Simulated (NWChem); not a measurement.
Molecule: InIF₂; SMILES [I][In]([F])[F]

```xyz
4

In     0.0000     0.0000     1.0003
F      0.0000    -1.6329     2.0537
F      0.0000     1.6329     2.0537
I      0.0000     0.0000    -1.6223
```
Atoms are numbered in this order, from 1.

Structure relaxed at the PBE0/def2-SVP level. B3LYP is NWChem's, with the RPA form of VWN correlation. def2 effective core potentials on In, I; no spin-orbit coupling.

Symmetry labels are those of C2v in the frame above (b1 and b2, or b-type labels, depend on it).

Task: List the 4 lowest vertical singlet excitations from B3LYP/def2-SVP with def2 effective core potentials on In, I, full TDDFT (NWChem).

Result: 
```tsv
state	energy (eV)	oscillator strength	symmetry	leading excitation (squared amplitude)
S1	3.77	0.008	b2	HOMO → LUMO (1.00)
S2	3.88	0.007	b1	HOMO−1 → LUMO (1.00)
S3	5.33	0.052	a1	HOMO−2 → LUMO (0.58)
S4	5.34	0.000	a2	HOMO → LUMO+1 (0.99)
```
